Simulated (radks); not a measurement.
Values are calculated unless marked as measured or tabulated.
Valence configurations of neutral bismuth. Code: a radial shooting solver on a logarithmic mesh with Libxc functionals. Model: scalar-relativistic Kohn-Sham, PBE, spin-polarised, spherical densities, finite nucleus; open shells are filled with parallel spins first (spin-orbit coupling, left out, can overturn this in heavy ions); Fermi nuclear charge, rms radius 5.5211 fm. Order these by energy: [Hg] 6p3; [Xe] 4f14 5d10 6p5; [Xe] 4f13 5d10 6s1.5 6p4.5; [Xe] 4f12 5d10 6s1.5 6p5.5; [Xe] 4f14 5d8 6s2 6p5; [Xe] 4f14 5d9 6s2 6p4; [Xe] 4f14 5d10 6s1.5 6p3.5; [Xe] 4f14 5d10 6s1 6p4; [Xe] 4f14 5d10 6s0.5 6p4.5; [Xe] 4f13 5d10 6s2 6p4.

Answer. From the lowest, in eV above it: [Hg] 6p3 0.000; [Xe] 4f14 5d10 6s1.5 6p3.5 5.027; [Xe] 4f14 5d10 6s1 6p4 10.100; [Xe] 4f14 5d10 6s0.5 6p4.5 15.989; [Xe] 4f14 5d10 6p5 21.660; [Xe] 4f14 5d9 6s2 6p4 24.673; [Xe] 4f14 5d8 6s2 6p5 52.086; [Xe] 4f13 5d10 6s2 6p4 157.88; [Xe] 4f13 5d10 6s1.5 6p4.5 163.42; [Xe] 4f12 5d10 6s1.5 6p5.5 340.08. NIST lists [Hg] 6p3 as the ground configuration; this level of theory agrees among the configurations tried. The energies are those of spherical high-spin densities, not of single terms.
